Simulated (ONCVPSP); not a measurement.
u(r) = r·R(r): atom against pseudo-atom (indium (In))

Columns: radius, all-electron u(r) and pseudo u(r) of the 4p shell (level -78.13 eV) of indium in the configuration [Ar] 3d10 4s2 4p6 4d10 5s2 5p1; PBE, scalar-relativistic, ONCV scheme, ONCVPSP 4.0.1.

| r (bohr) | all-electron | pseudo |
| --- | --- | --- |
| 0.088 | 0.3587 | 0.0362 |
| 0.175 | -0.3639 | 0.1380 |
| 0.262 | -0.6541 | 0.2915 |
| 0.350 | -0.3780 | 0.4786 |
| 0.438 | 0.1184 | 0.6733 |
| 0.525 | 0.5813 | 0.8500 |
| 0.612 | 0.9187 | 0.9924 |
| 0.700 | 1.1162 | 1.0886 |
| 0.788 | 1.1922 | 1.1323 |
| 0.875 | 1.1808 | 1.1258 |
| 0.962 | 1.1142 | 1.0773 |
| 1.050 | 1.0158 | 0.9966 |
| 1.138 | 0.9039 | 0.8964 |
| 1.225 | 0.7913 | 0.7895 |
| 1.312 | 0.6837 | 0.6836 |
| 1.400 | 0.5836 | 0.5837 |
| 1.487 | 0.4952 | 0.4951 |
| 1.575 | 0.4166 | 0.4165 |
| 1.662 | 0.3495 | 0.3494 |
| 1.750 | 0.2913 | 0.2912 |
| 1.838 | 0.2420 | 0.2419 |
| 1.925 | 0.2009 | 0.2008 |
| 2.012 | 0.1664 | 0.1663 |
| 2.100 | 0.1372 | 0.1372 |
| 2.188 | 0.1130 | 0.1129 |
| 2.275 | 0.0931 | 0.0931 |

(1) How many radial nodes do the two functions have?

(2) At about which radius was the pseudo-wave matched?

(3) Is the pseudo-wave norm-conserving?

Results:

(1) The all-electron 4p function has n − l − 1 = 2; the pseudo-wave has 0, since the states of the same l below it are removed with the core.

(2) 1.65 bohr. The columns agree to 0.0005 from 1.31 bohr on; several derivatives are matched, so the curves merge somewhat inside the radius.

(3) Yes: the ONCV scheme keeps the norm inside the radius equal to the all-electron one, which fixes the energy derivative of the logarithmic derivative at the level.
